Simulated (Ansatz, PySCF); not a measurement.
Species: sum formula BNH₂, net charge 1, doublet state. 
Geometry from a B3LYP-D3(BJ)/def2-TZVP (Ansatz, a quantum-chemistry and plane-wave program) optimisation:
```xyz
4

B      0.0000     0.0000    -0.7348
N      0.0000     0.0000     0.5701
H      0.0000     0.0000    -1.9032
H      0.0000     0.0000     1.5866
```
Charge +1, spin multiplicity 2.

Total electronic energies in hartree. Cores are frozen in the correlated levels unless marked. Open shells are spin-unrestricted. Spin-orbit coupling is left out. No relativistic terms. Basis-set limits of correlation are two-point, X^-3; Hartree-Fock from the larger set. [CCSD(T)-MP2]/basis is that difference in the basis named.

```
level                                                               program  energy (Eh)
-----------------------------------------------------------  --------------  -----------
HF/STO-3G                                                            Ansatz    -78.96417
BLYP-D4/def2-TZVPD                                           Ansatz + dftd4    -80.40343
BHLYP-D4/def2-TZVPD                                          Ansatz + dftd4    -80.39088
r2SCAN0-D4/def2-TZVPD                                        Ansatz + dftd4    -80.36732
PW6B95/def2-TZVPD                                                     PySCF    -80.52537
HSE06-D3(BJ)/def2-TZVPD                                      Ansatz + dftd3    -80.31600
RPA@PBE/cc-pVTZ                                                      Ansatz    -80.38989
MP2/6-31G*                                                           Ansatz    -80.13196
RI-MP2/cc-pVTZ                                                       Ansatz    -80.21310
SCS-MP2/aug-cc-pVTZ                                                  Ansatz    -80.22136
CCSD/def2-SVPD                                                       Ansatz    -80.11277
CCSD/def2-QZVPPD                                                     Ansatz    -80.25697
CCSD(T)/6-31G*                                                       Ansatz    -80.16188
RI-MP2/CBS(def2-TZVPPD,def2-QZVPPD)+[CCSD(T)-MP2]/def2-SVPD          Ansatz     -80.2808
CCSD(T)/CBS(def2-TZVPPD,def2-QZVPPD)                                 Ansatz     -80.2777
```

Totals of different functionals don't rank their quality; only differences between species are comparable.
